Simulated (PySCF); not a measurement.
# How methods differ on the ionisation energy of Bi⁵⁴⁺

Bi⁵⁴⁺ [Ar] 3d10 4s1 (2S) → Bi⁵⁵⁺ [Ar] 3d10 (1S), as a difference of total energies. Calculation: PySCF 2.14, in an even-tempered Gaussian basis (17 s from 7.4 bohr⁻², ratio 2.5; 11 p from 9.7 bohr⁻², ratio 2.5; 7 d from 17 bohr⁻², ratio 2.5; 4 f from 43 bohr⁻², ratio 2.7; 4 g from 65 bohr⁻², ratio 2.7); no relativity, point nucleus. Correlated levels: outer shells: [Ne] frozen; virtual orbitals above 40 to 60 times the deepest correlated orbital energy dropped. The calculations carry no spin-orbit coupling.

```json
{"method": "UHF", "ionisation energy (eV)": "3129.4"}
{"method": "LDA", "ionisation energy (eV)": "3136.3"}
{"method": "PBE", "ionisation energy (eV)": "3137.8"}
{"method": "PBE0", "ionisation energy (eV)": "3135.8"}
{"method": "r2SCAN", "ionisation energy (eV)": "3131.0"}
{"method": "BHandHLYP", "ionisation energy (eV)": "3134.7"}
{"method": "SCS-MP2 (outer shells)", "ionisation energy (eV)": "3130.4"}
```

Q: Estimate what BLYP gives.

A: 3138.0 eV, closest to PBE among the rows shown.

Q: Estimate what MP2 (outer shells) gives.

A: 3130.7 eV, closest to SCS-MP2 (outer shells) among the rows shown.

The gap to the reference is mostly relativistic.

For comparison: 3401.8 ± 2.4 eV (semi-empirical (NIST evaluation); NIST Atomic Spectra Database, ionization energies).
